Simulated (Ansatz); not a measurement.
```yaml
crystal:
  periodic: [false, false, false]
  atoms:
    - {symbol: C, position_ang: [-0.655962, 1.050474, -0.726069]}
    - {symbol: B, position_ang: [-0.436046, -0.403635, -0.216425]}
    - {symbol: Ga, position_ang: [1.038694, -1.022191, 1.111101]}
    - {symbol: H, position_ang: [-1.704776, 1.292797, -0.920296]}
    - {symbol: H, position_ang: [-0.175744, 1.049276, -1.720507]}
    - {symbol: H, position_ang: [-0.191167, 1.855171, -0.155028]}
    - {symbol: H, position_ang: [-1.154214, -1.249052, -0.686624]}
    - {symbol: H, position_ang: [2.492175, -1.430881, 0.648484]}
    - {symbol: H, position_ang: [0.787030, -1.141950, 2.665354]}
basis:
  gaussian: {orbitals: aug-pcseg-2}
total_charge: 1
magnetization: {spin_polarized: true, initial_magnetization: 1}
hamiltonian: {xc: {name: SVWN5}}
charge: 1
```

```sh
$ ansatz run in.yaml --threads 2 --pin off --events-out ev --progress --plain --max-ram 22528MiB --backend cuda --devices 0, --max-vram 18GiB
```

(1) How does Ansatz answer? (Estimate.)

## Answers

(1) Computed: The input was rejected before any iteration.
```
Error: YAML parse error: error: line 18 column 1: unknown field `charge`, expected one of crystal, accuracy, basis, kpoints, hamiltonian, magnetization, projection, total_charge, correlation, batch, efield, external_charges, scf, relax, neb, saddle, md, ramp, phonons, dielectric, real_time, elastic, magnetic_configurations, gw, evaluate, workflow, output, checkpoint, execution
16 | magnetization: {spin_polarized: true, initial_magnetization: 1}
17 | hamiltonian: {xc: {name: SVWN5}}
18 | charge: 1
```
